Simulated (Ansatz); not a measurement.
`CC(=O)CC(=O)c1ccccc1` → 10 C• + 10 H• + 2 O•  (atomization)

Isolated molecules relaxed with PBE0-D4/def2-TZVP in Ansatz; ΔE leaves out vibrations. CCSD(T)/CBS adds triple-zeta CCSD(T) − MP2 to the extrapolated MP2 energy (def2 sets, frozen cores). This one scheme is used for every species, atoms too. DFT in def2-TZVPP. Open shells (•) are unrestricted, without spin–orbit coupling. Spin–orbit coupling would lower the free atoms: a little for C, O. One conformer a species, not always the lowest.

```csv
species,r2SCAN-D4 energy (Eh)
`CC(=O)CC(=O)c1ccccc1`,-537.45029
C•,-37.83292
H•,-0.49993
O•,-75.05861
```

Problem. Work out ΔE.

Solution. ΔE = 10 × (-37.83292) + 10 × (-0.49993) + 2 × (-75.05861) − (-537.45029) = 4.00457 Eh = +10514.0 kJ/mol. CCSD(T)/CBS gives +10397.1 kJ/mol.

Largest T1 diagnostic among the species: 0.014.

From PBE to PBE0 (25 % exact exchange), in def2-TZVPP and without D4, ΔE moves by −243.1 kJ/mol: exact exchange takes away binding that semilocal exchange gives to molecules. The D4 term adds +101.6 kJ/mol with B3LYP and +54.8 kJ/mol with PBE0; it sums over pairs of atoms, weighted by their polarisabilities, and B3LYP, whose exchange is more repulsive, gets the larger term.

B3LYP here is the variant with VWN-RPA as its local correlation; programs differ in this.

For atomizations the MP2-based limit and the directly extrapolated one differ by several kJ/mol either way, and by 10 to 25 for some Ge, Se and Sn compounds, so smaller differences from it don't rank the levels.
